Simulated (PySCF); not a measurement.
C4H11AlSi (SMILES [CH3][Al]([CH3])/[CH]=C/[SiH3]), singlet, at the geometry of the source list, with bond 7-1 at 2.4 times its length; CASSCF(8,8)/STO-3G run with PySCF.

Input for PySCF:
```python
from pyscf import gto, scf, mcscf
import numpy

mol = gto.M(
    atom='''
Si    3.45660000   -0.36180000   -0.24060000
C     1.57490000   -0.45990000   -0.25590000
C     0.74550000    0.41670000    0.33020000
Al   -1.23000000    0.23860000    0.16630000
C    -2.02510000   -1.53590000   -0.27780000
C    -2.35350000    1.85970000    0.45820000
H     4.79316000   -3.48900000   -1.13052000
H     3.90180000    0.65140000   -1.20290000
H     3.92170000    0.01410000    1.09770000
H     1.12890000   -1.28900000   -0.80030000
H     1.21660000    1.24510000    0.86690000
H    -2.38710000   -2.05150000    0.61980000
H    -2.88970000   -1.44620000   -0.94380000
H    -1.32250000   -2.22120000   -0.76210000
H    -1.73470000    2.75130000    0.61340000
H    -3.00640000    1.77740000    1.33370000
H    -3.01050000    2.07610000   -0.39130000
''',
    basis='sto-3g',
    verbose=4,
)

mf = scf.RHF(mol)
mf.kernel()
mc = mcscf.CASSCF(mf, 8, 8)
mc.fix_spin_(ss=0.0)
mc.kernel()
occ = numpy.linalg.eigvalsh(mc.fcisolver.make_rdm1(mc.ci, mc.ncas, mc.nelecas))[::-1]
ss = mc.fcisolver.spin_square(mc.ci, mc.ncas, mc.nelecas)[0]
print('natural occupations', occ.round(4), ' <S^2>', round(ss, 4))
```

Output, abridged:

```
PySCF version 2.14.0

[INPUT] verbose = 4
[INPUT] num. atoms = 17
[INPUT] num. electrons = 62
[INPUT] charge = 0
[INPUT] spin (= nelec alpha-beta = 2S) = 0
[INPUT] symmetry False subgroup None
[INPUT] Mole.unit = angstrom
[INPUT] Symbol           X                Y                Z      unit          X                Y                Z       unit  Magmom
[...]
nuclear repulsion = 298.311958475559
number of shells = 33
number of NR pGTOs = 147
number of NR cGTOs = 49
basis = sto-3g
ecp = {}

******** <class 'pyscf.scf.hf.RHF'> ********
method = RHF
initial guess = minao
damping factor = 0
level_shift factor = 0
DIIS = <class 'pyscf.scf.diis.CDIIS'>
diis_start_cycle = 1
diis_space = 8
diis_damp = 0
SCF conv_tol = 1e-09
SCF conv_tol_grad = None
SCF max_cycles = 50
direct_scf = True
direct_scf_tol = 1e-13
Set gradient conv threshold to 3.16228e-05
Initial guess from minao.
init E= -680.192432969451
[...]
cycle= 1 E= -680.133460567009  delta_E= 0.059  |g|= 0.368  |ddm|= 4.69
[...]
cycle= 2 E= -680.00754785786  delta_E= 0.126  |g|= 0.446  |ddm|= 2.84
[...]
cycle= 3 E= -680.275526082707  delta_E= -0.268  |g|= 0.153  |ddm|= 2.23
[...]
cycle= 4 E= -680.296203500281  delta_E= -0.0207  |g|= 0.061  |ddm|= 0.351
[...]
cycle= 5 E= -680.298686272915  delta_E= -0.00248  |g|= 0.0283  |ddm|= 0.106
[...]
cycle= 6 E= -680.299319413881  delta_E= -0.000633  |g|= 0.00559  |ddm|= 0.0685
[...]
cycle= 7 E= -680.299340997566  delta_E= -2.16e-05  |g|= 0.00126  |ddm|= 0.0117
[...]
cycle= 8 E= -680.299342251154  delta_E= -1.25e-06  |g|= 0.000193  |ddm|= 0.00418
[...]
cycle= 9 E= -680.299342282954  delta_E= -3.18e-08  |g|= 4.55e-05  |ddm|= 0.000641
[...]
cycle= 10 E= -680.299342284386  delta_E= -1.43e-09  |g|= 2.16e-05  |ddm|= 0.000104
[...]
cycle= 11 E= -680.299342284803  delta_E= -4.17e-10  |g|= 2.48e-06  |ddm|= 6.66e-05
[...]
Extra cycle  E= -680.299342284802  delta_E= 5.68e-13  |g|= 1.52e-06  |ddm|= 6.75e-06
converged SCF energy = -680.299342284802

******** <class 'pyscf.mcscf.mc1step.CASSCF'> ********
CAS (4e+4e, 8o), ncore = 27, nvir = 14
max_cycle_macro = 50
max_cycle_micro = 4
conv_tol = 1e-07
conv_tol_grad = None
orbital rotation max_stepsize = 0.02
orbital rotation threshold for CI restart = 0.01
augmented hessian ah_max_cycle = 30
augmented hessian ah_conv_tol = 1e-12
augmented hessian ah_linear dependence = 1e-14
augmented hessian ah_level shift = 1e-08
augmented hessian ah_start_tol = 2.5
augmented hessian ah_start_cycle = 3
augmented hessian ah_grad_trust_region = 3
[...]
CASCI E = -680.524351578523  S^2 = 0.0000000
[...]
macro iter   6 (  7 JK    2 micro), CASSCF E = -680.551830029942  dE = -4.19792127e-04  S^2 = 0.0000000
               |grad[o]|=0.00259  |grad[c]|=0.00305  |ddm|=0.00308  |maxRot[o]|=0.0699
macro iter   7 ( 21 JK    4 micro), CASSCF E = -680.556077492259  dE = -4.24746232e-03  S^2 = 0.0000000
               |grad[o]|=0.00329  |grad[c]|=0.022  |ddm|=0.023  |maxRot[o]|=0.298
macro iter   8 ( 21 JK    4 micro), CASSCF E = -680.567138501410  dE = -1.10610092e-02  S^2 = 0.0000000
               |grad[o]|=0.00969  |grad[c]|=0.0188  |ddm|=0.0172  |maxRot[o]|=0.309
macro iter   9 ( 21 JK    4 micro), CASSCF E = -680.576447046511  dE = -9.30854510e-03  S^2 = 0.0000000
               |grad[o]|=0.0131  |grad[c]|=0.0116  |ddm|=0.00994  |maxRot[o]|=0.309
macro iter  10 ( 21 JK    4 micro), CASSCF E = -680.577067291022  dE = -6.20244512e-04  S^2 = 0.0000000
               |grad[o]|=0.00654  |grad[c]|=0.00698  |ddm|=0.00234  |maxRot[o]|=0.0805
macro iter  11 ( 18 JK    4 micro), CASSCF E = -680.577192645130  dE = -1.25354107e-04  S^2 = 0.0000000
               |grad[o]|=0.00462  |grad[c]|=0.00481  |ddm|=0.000466  |maxRot[o]|=0.0219
macro iter  12 ( 17 JK    4 micro), CASSCF E = -680.577140264873  dE =  5.23802570e-05  S^2 = 0.0000000
               |grad[o]|=0.00406  |grad[c]|=0.00429  |ddm|=0.000367  |maxRot[o]|=0.015
macro iter  13 ( 21 JK    4 micro), CASSCF E = -680.577609329637  dE = -4.69064764e-04  S^2 = 0.0000000
               |grad[o]|=0.00422  |grad[c]|=0.00104  |ddm|=0.0005  |maxRot[o]|=0.0486
macro iter  14 ( 10 JK    4 micro), CASSCF E = -680.577669404144  dE = -6.00745075e-05  S^2 = 0.0000000
               |grad[o]|=0.0015  |grad[c]|=0.000749  |ddm|=0.000306  |maxRot[o]|=0.0171
macro iter  15 (  3 JK    1 micro), CASSCF E = -680.577678636694  dE = -9.23254981e-06  S^2 = 0.0000000
               |grad[o]|=0.000596  |grad[c]|=0.000239  |ddm|=5.75e-05  |maxRot[o]|=0.00956
macro iter  16 (  1 JK    1 micro), CASSCF E = -680.577678636748  dE = -5.43423084e-11  S^2 = 0.0000000
               |grad[o]|=1.86e-05  |grad[c]|=1.31e-05  |ddm|=    0  |maxRot[o]|=    0
1-step CASSCF converged in  16 macro (266 JK  56 micro) steps
CASSCF canonicalization
Density matrix diagonal elements [1.97977561 1.96299847 1.90024802 1.14374609 0.8611174  0.06786863
 0.05925013 0.02499565]
CASSCF energy = -680.577678636748
CASCI E = -680.577678636748  E(CI) = -12.2768927160819  S^2 = 0.0000000
natural occupations [1.9834 1.9747 1.8925 1.1415 0.8586 0.1079 0.0235 0.018 ]  <S^2> 0.0
```
